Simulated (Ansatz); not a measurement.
`CO[SiH](C)[SiH3]` + `C=C(N)O` → `C=C(O)NC` + `C[SiH](O)[SiH3]`  (substitution at a C–O bond)

Gas-phase electronic energies from Ansatz, PBE0-D4/def2-TZVP geometries. CCSD(T)/CBS adds triple-zeta CCSD(T) − MP2 to the extrapolated MP2 energy (def2 sets, frozen cores). DFT in def2-TZVPP. One conformer a species, not always the lowest.

```csv
level,ΔE (kJ/mol),difference from CCSD(T)/CBS
PBE-D4,-28.9,1.9
PBE0-D4,-29.7,1.1
r2SCAN,-28.4,2.4
PBE0,-29.9,0.9
MP2/def2-TZVPP,-33.3,-2.5
SCS-MP2/def2-TZVPP,-29.0,1.8
HF/def2-QZVPP,-20.8,10.0
SCS-MP2/def2-QZVPP,-30.2,0.6
HF/CBS(def2),-20.8,10.0
CCSD/CBS(def2),-30.0,0.8
CCSD(T)/CBS,-30.8,0
```

Largest T1 diagnostic among the species: 0.012.

In def2-TZVPP, CCSD(T) changes the Hartree–Fock value by −8.0 kJ/mol (the triples alone add −0.7 kJ/mol) and MP2 by −12.5 kJ/mol.
